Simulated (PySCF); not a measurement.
Compound: C6H11NO.
SMILES: `CN(/C=C/C(C)=O)C`

The calculation used TDDFT wB97X-D/def2-SVPD, vertical, gas phase, core orbitals frozen in the response (PySCF). Isolated species at its PBE0-D3(BJ)/def2-SVP geometry (one conformer only). Torsions of this conformer, `[CH3:1][C:2](=[O:3])/[CH:4]=[CH:5]/[N:6]([CH3:7])[CH3:8]`: C1–C2–C4–C5 179°, C4–C5–N6–C7 1°.

| state | E (eV) | E (hartree) | f | main configurations (H = HOMO, L = LUMO) |
| --- | --- | --- | --- | --- |
| S1 | 4.27 | 0.1568 | 0.0009 | H-1→L (92%) |
| S2 | 4.96 | 0.1823 | 0.508 | H→L (96%) |
| S3 | 5.95 | 0.2185 | 0.038 | H→L+1 (88%) |
| S4 | 6.61 | 0.2429 | 0.0029 | H→L+2 (75%), H→L+4 (8%) |
| S5 | 7.08 | 0.2603 | 0.0027 | H→L+3 (63%), H→L+4 (13%) |
| S6 | 7.14 | 0.2624 | 0.037 | H-1→L+1 (34%), H-1→L+3 (33%), H-1→L+2 (18%) |
| S7 | 7.30 | 0.2683 | 0.066 | H→L+5 (78%), H→L+6 (10%) |
| S8 | 7.49 | 0.2752 | 0.0046 | H-1→L+5 (63%), H-1→L+6 (16%) |
| S9 | 7.60 | 0.2793 | 0.0023 | H→L+4 (62%), H→L+3 (18%) |
| S10 | 7.71 | 0.2832 | 0.0083 | H→L+7 (81%) |

Triplets, Tamm–Dancoff:

```json
{"state": "T1", "E (eV)": "3.28", "λ (nm)": "377.7", "main configurations (H = HOMO, L = LUMO)": "H→L (94%)"}
{"state": "T2", "E (eV)": "3.88", "λ (nm)": "319.8", "main configurations (H = HOMO, L = LUMO)": "H-1→L (90%)"}
{"state": "T3", "E (eV)": "5.86", "λ (nm)": "211.5", "main configurations (H = HOMO, L = LUMO)": "H-2→L (28%), H→L+5 (28%), H→L+1 (16%)"}
{"state": "T4", "E (eV)": "5.97", "λ (nm)": "207.6", "main configurations (H = HOMO, L = LUMO)": "H→L+1 (73%)"}
```

The lowest singlet comes at 291 nm (412 kJ/mol) in the ultraviolet; it is very weak; its leading configuration is HOMO-1→LUMO (92%). The most intense listed level is S2 at 4.96 eV (250 nm, f = 0.508), 0.69 eV above S1. Löwdin shares by element: HOMO carbon 41% or more, nitrogen 25%, oxygen 11% (atoms not listed hold the other 23%); LUMO carbon 44% or more, oxygen 16%, nitrogen 12% (atoms not listed hold the other 28%). Weighted by f, the mean energy of these states is 5.44 eV. The listed states span 3.44 eV, and the widest gap between neighbours is 0.98 eV (S2 to S3). Of the 10 states listed, 4 reach f = 0.01 and none stays under 0.0005. The vertical ionisation energy (ΔSCF) is 7.82 eV, 0.12 eV above S10. Singlets were solved by full linear response, triplets in the Tamm–Dancoff approximation.
